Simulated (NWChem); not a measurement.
Species: GaP3H6; SMILES [Ga]([PH2])([PH2])[PH2]

```xyz
10

Ga    -0.0032    -0.0005    -0.0188
P     -1.2888     1.9355     0.0898
H     -2.2081     1.5300    -0.9253
H     -0.4511     2.6752    -0.7997
P      2.3197     0.1492    -0.0344
H      2.5064    -0.8908     0.9270
H      2.3709     1.2064     0.9250
P     -1.0321    -2.0843     0.0898
H     -0.1059    -2.7126    -0.7976
H     -1.9935    -1.7993    -0.9272
```
Atoms are numbered in this order, from 1.

Computed with NWChem. Coordinates come from a PBE0/def2-SVP optimisation. Level TPSS/def2-SVPD: single points from the atomic guess with DIIS by default; each run changes one setting, and all converged runs end within 0.3 mHa of each other. NWChem's automatic level shift, which a small gap switches on, acted in some of these runs.

```json
[
 {"setting": "defaults", "SCF iterations": "8"},
 {"setting": "no DIIS, 40 % damping", "SCF iterations": "28"},
 {"setting": "core-Hamiltonian guess", "SCF iterations": "27"},
 {"setting": "no level shifting", "SCF iterations": "8"},
 {"setting": "level shift of 0.5 Ha throughout", "SCF iterations": "15"},
 {"setting": "occupation smearing of 0.005 Ha", "SCF iterations": "8"}
]
```
